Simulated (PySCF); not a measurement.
**Correlation energy of Si (silicon, neutral)**

[Ne] 3s2 3p2, high-spin 3P determinant. Calculation: PySCF 2.14, in cc-pV(D+d)Z (4s3p2d, 23 functions); no relativity, point nucleus. Frozen: [Ne]; 4 electrons correlated.

MP2 pair energies summed by pair of shells (mhartree):

| pair | energy | share (%) |
| --- | --- | --- |
| 3s-3p | -26.75 | 58.8 |
| 3s-3s | -14.13 | 31.1 |
| 3p-3p | -4.60 | 10.1 |

Total MP2 correlation energy: -45.48 mhartree.

Same-spin part -7.70 and opposite-spin part -37.79 mhartree; SCS-MP2 scales them by 1/3 and 6/5 to -47.91 mhartree.

```csv
level,correlation energy (mhartree)
CCSD,-65.13
(T),-1.07
CCSD(T),-66.20
```

Diagnostics: T1 = 0.010, D1 = 0.0265, largest double amplitude 0.107.

Is a single reference adequate?

Mostly. T1 lies below 0.03, but a double amplitude of this size points to a near-degeneracy that CCSD handles and MP2 describes poorly.
